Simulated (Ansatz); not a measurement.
`O[SiH](F)CS` and `[OH][GeH2][CH2][SiH](O)F` differ in one atom or group.

Ansatz, PBE0-D4/def2-TZVP geometries, multiplicity 1. Each molecule was computed in one conformer, which needn't be the lowest.

Scalar relativity is left out up to krypton.

```csv
property,`O[SiH](F)CS`
LUMO energy (B3LYP/def2-TZVPP) / eV,-0.19
HOMO–LUMO gap (PBE0/def2-TZVPP) / eV,7.21
HOMO energy (PBE/def2-TZVPP) / eV,-5.88
LUMO energy (PBE/def2-TZVPP) / eV,-0.87
HOMO energy (PBE0/def2-TZVPP) / eV,-7.12
HOMO–LUMO gap (ωB97M-V/def2-TZVPP) / eV,11.16
```

(1) Give the same properties after the change, and the shifts. (Estimate.)

Answers

(1) Computed: 
```tsv
property	`[OH][GeH2][CH2][SiH](O)F`	shift
LUMO energy (B3LYP/def2-TZVPP) / eV	-0.43	-0.24
HOMO–LUMO gap (PBE0/def2-TZVPP) / eV	8.38	1.17
HOMO energy (PBE/def2-TZVPP) / eV	-7.13	-1.25
LUMO energy (PBE/def2-TZVPP) / eV	-1.01	-0.14
HOMO energy (PBE0/def2-TZVPP) / eV	-8.53	-1.41
HOMO–LUMO gap (ωB97M-V/def2-TZVPP) / eV	12.25	1.09
```

With PBE0 the HOMO falls by 1.41 eV and the LUMO falls by 0.24 eV, so the gap widens by about 1.17 eV. PBE moves the HOMO by -1.25 eV and ωB97M-V by -1.42 eV.

B3LYP here is the variant with VWN-RPA as its local correlation; programs differ in this.
